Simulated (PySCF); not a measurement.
Basis-set dependence of population analyses: `N#C[Si@@H](O)OC=O`

Compound: C2H3NO3Si.
Numbering: `[N:1]#[C:2][Si@@H:3]([OH:4])[O:5][CH:6]=[O:7]` (hydrogens: H8 on Si3; H9 on O4; H10 on C6)

PBE0 throughout (PySCF), one geometry, spherical d and f functions. The structure is a single PBE0-D3(BJ)/def2-SVP conformer in the gas phase; no vibrational or solvent corrections. The first 7 of 10 kinds of atom are listed.

Mulliken charges (e):

| basis | functions | N1 | C2 | Si3 | O4 | O5 | C6 | O7 |
| --- | --- | --- | --- | --- | --- | --- | --- | --- |
| STO-3G | 42 | -0.177 | -0.135 | +0.950 | -0.427 | -0.320 | +0.155 | -0.253 |
| 6-31G | 73 | -0.246 | -0.084 | +1.200 | -0.775 | -0.628 | +0.384 | -0.411 |
| pcSseg-0 | 73 | -0.355 | -0.268 | +1.587 | -0.824 | -0.770 | +0.511 | -0.498 |
| 6-31G* | 108 | -0.242 | +0.022 | +0.878 | -0.707 | -0.518 | +0.395 | -0.423 |
| cc-pVDZ | 117 | -0.096 | -0.130 | +0.678 | -0.317 | -0.350 | +0.288 | -0.269 |
| def2-SVP | 117 | -0.033 | -0.232 | +0.802 | -0.373 | -0.412 | +0.319 | -0.287 |
| aug-cc-pVDZ | 192 | -0.368 | +0.063 | +1.076 | -0.716 | -0.666 | +0.792 | -0.406 |
| 6-311+G(2d,p) | 215 | -0.209 | -0.304 | +1.404 | -0.691 | -0.578 | +0.370 | -0.438 |
| def2-TZVP | 241 | -0.015 | -0.220 | +0.618 | -0.481 | -0.289 | +0.251 | -0.341 |
| cc-pVTZ | 256 | -0.042 | -0.160 | +0.561 | -0.325 | -0.254 | +0.249 | -0.319 |
| IGLO-III | 284 | -0.289 | -0.007 | +1.177 | -0.606 | -0.499 | +0.393 | -0.463 |
| pcSseg-2 | 301 | -0.119 | -0.162 | +1.005 | -0.497 | -0.469 | +0.461 | -0.437 |

IAO charges (e):

```csv
basis,functions,N1,C2,Si3,O4,O5,C6,O7
STO-3G,42,-0.128,-0.191,+1.118,-0.565,-0.391,+0.154,-0.272
6-31G,73,-0.143,-0.149,+1.157,-0.726,-0.530,+0.353,-0.421
pcSseg-0,73,-0.150,-0.159,+1.196,-0.716,-0.535,+0.366,-0.423
6-31G*,108,-0.154,-0.176,+1.295,-0.758,-0.571,+0.416,-0.443
cc-pVDZ,117,-0.150,-0.177,+1.278,-0.755,-0.564,+0.409,-0.435
def2-SVP,117,-0.149,-0.179,+1.290,-0.752,-0.563,+0.411,-0.437
aug-cc-pVDZ,192,-0.161,-0.168,+1.291,-0.774,-0.569,+0.418,-0.452
"6-311+G(2d,p)",215,-0.162,-0.176,+1.324,-0.783,-0.577,+0.420,-0.454
def2-TZVP,241,-0.161,-0.180,+1.338,-0.785,-0.580,+0.424,-0.454
cc-pVTZ,256,-0.159,-0.179,+1.325,-0.781,-0.577,+0.422,-0.451
IGLO-III,284,-0.163,-0.179,+1.335,-0.787,-0.579,+0.421,-0.454
pcSseg-2,301,-0.161,-0.179,+1.336,-0.786,-0.580,+0.423,-0.454
```

Task: Which scheme is steadiest as the basis changes?

Result: Largest range over the bases for any column: IAO 0.27 e, Mulliken 1.03 e. IAO charges move least and Mulliken charges most, counted in e. Without the minimal STO-3G basis the ranges are IAO 0.18, Mulliken 1.03 e.

Task: How much do the charges still move between the two largest bases, IGLO-III and pcSseg-2?

Result: At most, over all atoms: Mulliken 0.172 e, IAO 0.002 e.

Task: What do the same runs give for the total energy, the frontier levels and the dipole moment?

Result: 
```json
{"basis": "STO-3G", "energy (Eh)": "-639.3212", "HOMO (eV)": "-5.17", "LUMO (eV)": "2.94", "μ (D)": "2.86"}
{"basis": "6-31G", "energy (Eh)": "-647.2842", "HOMO (eV)": "-9.29", "LUMO (eV)": "-1.25", "μ (D)": "3.64"}
{"basis": "pcSseg-0", "energy (Eh)": "-646.2988", "HOMO (eV)": "-9.46", "LUMO (eV)": "-1.34", "μ (D)": "3.82"}
{"basis": "6-31G*", "energy (Eh)": "-647.4723", "HOMO (eV)": "-9.02", "LUMO (eV)": "-0.99", "μ (D)": "3.36"}
{"basis": "cc-pVDZ", "energy (Eh)": "-647.5142", "HOMO (eV)": "-8.94", "LUMO (eV)": "-1.00", "μ (D)": "3.22"}
{"basis": "def2-SVP", "energy (Eh)": "-647.1374", "HOMO (eV)": "-9.13", "LUMO (eV)": "-1.10", "μ (D)": "3.26"}
{"basis": "aug-cc-pVDZ", "energy (Eh)": "-647.5475", "HOMO (eV)": "-9.24", "LUMO (eV)": "-1.39", "μ (D)": "3.29"}
{"basis": "6-311+G(2d,p)", "energy (Eh)": "-647.6301", "HOMO (eV)": "-9.31", "LUMO (eV)": "-1.45", "μ (D)": "3.34"}
{"basis": "def2-TZVP", "energy (Eh)": "-647.6699", "HOMO (eV)": "-9.24", "LUMO (eV)": "-1.34", "μ (D)": "3.32"}
{"basis": "cc-pVTZ", "energy (Eh)": "-647.6530", "HOMO (eV)": "-9.18", "LUMO (eV)": "-1.25", "μ (D)": "3.28"}
{"basis": "IGLO-III", "energy (Eh)": "-647.6732", "HOMO (eV)": "-9.27", "LUMO (eV)": "-1.38", "μ (D)": "3.32"}
{"basis": "pcSseg-2", "energy (Eh)": "-647.6741", "HOMO (eV)": "-9.29", "LUMO (eV)": "-1.39", "μ (D)": "3.32"}
```

The dipole is fixed by the density alone, so its range of 0.96 D shows that the density itself changes with the basis, not only its division among atoms.
